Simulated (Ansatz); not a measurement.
C$_{2}$F$_{3}$O (SMILES O=[C]C(F)(F)F), doublet, at a GFN2-xTB geometry. Base run: HF/6-31G* (Ansatz, a quantum-chemistry and plane-wave program).

The Ansatz input:
Ansatz 0.2 input:
```yaml
crystal:
  periodic: [false, false, false]
  atoms:
    - {symbol: O, position_ang: [2.11266698, -0.03819987, -0.03852455]}
    - {symbol: C, position_ang: [1.08986429, -0.50654037, 0.29602905]}
    - {symbol: C, position_ang: [-0.34111089, -0.01722593, 0.02420795]}
    - {symbol: F, position_ang: [-0.38109944, 1.16630353, -0.60493613]}
    - {symbol: F, position_ang: [-1.01273776, 0.11577451, 1.16522583]}
    - {symbol: F, position_ang: [-0.98325794, -0.89894506, -0.73953699]}
basis:
  gaussian:
    orbitals: 6-31G*
hamiltonian:
  xc: hf
magnetization: {spin_polarized: true, initial_magnetization: 1}
```

Each row names what was changed in the base input (with any setting that the change needs).

```tsv
change	basis functions	E (Eh)	core-seconds (rough)
base	90	-448.85788	3
basis = STO-3G	30	-442.69238	0.6
basis = pcseg-0	54	-447.48539	1
basis = 3-21G	54	-446.39503	1
basis = pc-1	84	-448.72695	3
basis = cc-pVDZ	84	-448.88401	3
basis = 6-31G**	90	-448.85788	4
basis = 6-311++G**	132	-448.98622	10
basis = def2-SVPD	132	-448.52374	9
basis = aug-cc-pVDZ	138	-448.91748	10
basis = pcseg-2	180	-449.03054	20
basis = def2-TZVPD	234	-449.05648	30
basis = cc-pVQZ	330	-449.06634	90
```

Totals compare only among sets that treat the same electrons; sets with core potentials leave the core out.
